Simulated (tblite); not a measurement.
`COc1c(C)[p-]c(C)c1C` (charge -1). The geometry is computed with GFN2-xTB (gas phase).

```
atom  x, y, z in Å
C1    -2.2738   -1.3209   -0.5029
O2    -1.5966   -0.8412    0.6221
C3    -0.5530    0.0501    0.2801
C4    -0.7517    1.4005    0.0631
C5    -2.0857    2.0802    0.1667
P6     0.7568    2.2067   -0.3388
C7     1.6170    0.6794   -0.2083
C8     3.0930    0.5320   -0.4281
C9     0.7809   -0.3714    0.1229
C10    1.2297   -1.7898    0.3119
H11   -2.7226   -0.5061   -1.0867
H12   -1.6062   -1.8867   -1.1691
H13   -3.0685   -1.9832   -0.1464
H14   -1.9608    3.1366    0.4020
H15   -2.6456    2.0132   -0.7732
H16   -2.6853    1.6103    0.9496
H17    3.5349    1.4951   -0.6796
H18    3.5888    0.1495    0.4699
H19    3.3043   -0.1674   -1.2435
H20    2.0478   -1.8519    1.0340
H21    0.3996   -2.3916    0.6805
H22    1.5866   -2.2239   -0.6279
```

Q: Where is the centre of mass (commonest isotopes), and what is the radius of gyration?

A: Mass 155.063 u; centre at (0.067, 0.435, -0.033) Å; Rg = √(Σ m r²/M) = 2.244 Å. As Ia + Ib + Ic = 2 Σ m r², the three principal moments sum to 1562.2 u·Å².

Q: Which two atoms are farthest apart?

A: H13···H17, 7.48 Å; the next longest distance is 7.02 Å.

Q: Work out the bond lengths C1–H12, O2–C3, C3–C9, C7–C8, C8–H19 in Å.

A: For C1–H12 the difference vector is (0.6676, -0.5658, -0.6662) Å, of length 1.0998 Å. C1–H12 1.100; O2–C3 1.414; C3–C9 1.408; C7–C8 1.500; C8–H19 1.095 Å.

Q: How far are the heavy atoms from their best plane (unweighted least squares)?

A: 0.316 Å rms; C1 0.77, O2 0.43, C3 0.22, C4 0.08, C5 0.14, P6 0.16, C7 0.08, C8 0.21, C9 0.12, C10 0.24 Å (magnitudes).

Q: What is the repulsion energy of the bare nuclei, Σ ZA·ZB/RAB?

A: 615.58 Eh over 231 pairs, with full nuclear charges and distances in bohr; the largest single term is 27.11 Eh (C4 with P6, or a pair equal to it).

Q: Give the dihedral angles C4–P6–C7–C9, O2–C3–C4–P6, C8–C7–C9–C3, C1–O2–C3–C4.

A: C4–P6–C7–C9 0° (synperiplanar); O2–C3–C4–P6 180° (antiperiplanar); C8–C7–C9–C3 180° (antiperiplanar); C1–O2–C3–C4 85° (synclinal). Dihedral signs follow IUPAC: positive where, seen along the central bond, the front bond turns clockwise onto the rear one.

Q: What are the angles O2–C1–H11, H12–C1–H13, O2–C1–H13, H15–C5–H16, H14–C5–H15, C3–C9–C7, C9–C10–H22?

A: From the scalar product of the two bond vectors; for O2–C1–H11 it is -0.5698 Å² over 1.3980 × 1.0982 Å², cos θ = -0.3712. O2–C1–H11 111.8°; H12–C1–H13 109.1°; O2–C1–H13 107.3°; H15–C5–H16 107.9°; H14–C5–H15 107.6°; C3–C9–C7 111.8°; C9–C10–H22 111.4°.

Q: How far apart are these pairs, which share no bond: O2···H11, C5···H21, C10···H12, H11···H17?

A: O2···H11 2.074 Å (2 bonds apart); C5···H21 5.142 Å (5 bonds apart); C10···H12 3.201 Å (5 bonds apart); H11···H17 6.582 Å (7 bonds apart).

Q: Write the matrix of distances between heavy atoms (Å, lower triangle).

A: 
```
C1    0.000
O2    1.398  0.000
C3    2.335  1.414  0.000
C4    3.169  2.460  1.382  0.000
C5    3.471  2.997  2.546  1.501  0.000
P6    4.654  3.969  2.598  1.757  2.890  0.000
C7    4.385  3.651  2.312  2.491  3.977  1.758  0.000
C8    5.678  4.998  3.745  3.972  5.438  2.876  1.500  0.000
C9    3.260  2.474  1.408  2.344  3.772  2.619  1.383  2.543  0.000
C10   3.627  2.997  2.562  3.764  5.098  4.077  2.553  3.068  1.500  0.000
```

Its GFN2-xTB frequencies are all real (lowest 71 cm⁻¹).

Hardware: one thread, Arm Neoverse V1 (aarch64) (shared host). Cost: 1.6 s of wall time. That covers the optimisation of the geometry.

One conformer stands for the species.
